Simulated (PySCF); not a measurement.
**Broadened absorption spectrum of C7H9ClO**

Species: C7H9ClO.
Z-matrix (Å and degrees, PBE0-D3(BJ)/def2-SVP geometry), rows numbered from 1:
```
C 
C   1  1.3350
C   2  1.4732  1  123.94
C   3  1.4886  2  122.47  1  -156.06
C   4  1.5108  3   62.05  2  -108.60
C   5  1.5061  3  120.15  4  -108.86
C   5  1.4873  3  110.82  4   105.04
O   7  1.1881  5  126.09  3   -38.78
Cl  7  1.7899  5  114.24  3   139.98
H   1  1.0943  2  121.55  3    -0.50
H   1  1.0926  2  121.27  3   179.27
H   2  1.0959  1  119.08  3  -179.04
H   3  1.0943  2  114.91  1    -7.68
H   4  1.0936  3  118.06  5   105.85
H   4  1.0918  3  117.55  5  -107.80
H   6  1.0992  5  111.47  3   -77.64
H   6  1.0993  5  110.71  3   162.10
H   6  1.0979  5  110.54  3    42.68
```

Computed with TDDFT CAM-B3LYP/def2-SVPD, vertical, gas phase, core orbitals frozen in the response (PySCF 2.14.0, density-fitted response routines).

Computed states:

```tsv
state	E (eV)	f
S1	5.18	0.0081
S2	5.95	0.316
S3	6.64	0.054
S4	6.97	0.0053
S5	7.05	0.100
S6	7.14	0.144
S7	7.21	0.048
S8	7.42	0.102
S9	7.77	0.012
S10	7.82	0.032
```

Each state is given a Gaussian of 0.5 eV full width at half maximum, with ε(max) = 2.175×10⁸ f / Δν̃ (Δν̃ the width in cm⁻¹). The cross-section is σ = 3.8235×10⁻²¹ ε cm², given in Mb (10⁻¹⁸ cm²). The width is an assumption, not a result. The curve ends short of the highest state used, and states not computed would add to its high-energy end.

**Question.** What does the envelope look like, and where are its maxima?

**Answer.** 
```
λ (nm)  σ (Mb)
 171.6   66.93
 174.1   67.82
 176.6   59.32
 179.2   45.17
 181.7   32.26
 184.2   23.01
 186.7   17.19
 189.2   13.62
 191.7   12.10
 194.2   13.66
 196.7   19.58
 199.2   30.03
 201.8   43.75
 204.3   56.10
 206.8   63.85
 209.3   64.71
 211.8   58.80
 214.3   48.26
 216.8   36.03
 219.3   24.69
 221.9   15.39
 224.4    9.23
 226.9    5.44
 229.4    3.38
 231.9    2.39
 234.4    2.00
 236.9    1.85
 239.4    1.77
 241.9    1.65
 244.5    1.47
 247.0    1.25
 249.5    1.01
 252.0    0.78
 254.5    0.57
 257.0    0.40
 259.5    0.27
 262.0    0.17
 264.6    0.11
 267.1    0.06
 269.6    0.04
 272.1    0.02
 274.6    0.01
 277.1    0.01
 279.6    0.00
```

Maxima: 208 nm (5.95 eV), ε about 17000, made up of S2 (100%); 173 nm (7.16 eV), ε about 18000, made up of S5 (26%), S6 (43%), S7 (14%) and S8 (15%) (ε in L mol⁻¹ cm⁻¹; maxima over ε = 5, shares over 10%).

**Question.** On this curve, what absorbance would a 10⁻⁴ mol/L sample give at 266 nm over a 1 cm path?

**Answer.** 266 nm is 4.661 eV, where ε is about 21 L mol⁻¹ cm⁻¹, so A = ε c l ≈ 0.0021 (Beer–Lambert, with the gas-phase spectrum and the assumed width).

**Question.** Coming from long wavelengths, where does ε first pass 100 L mol⁻¹ cm⁻¹?

**Answer.** At about 257 nm (4.82 eV), 0.36 eV below S1.

**Question.** What would ε be at 7.16 eV, the highest of these maxima, with half the width (0.25 eV)?

**Answer.** About 27000 L mol⁻¹ cm⁻¹ against 18000, a factor of about 1.5; a lone state at its own centre would give exactly 2.

All these states lie below the vertical ionisation energy of 9.41 eV (ΔSCF).

Hardware: Arm Neoverse N1, one thread, on a shared host. Cost: 11 min wall, 1.2 GiB resident at most.

One conformer stands for the species.
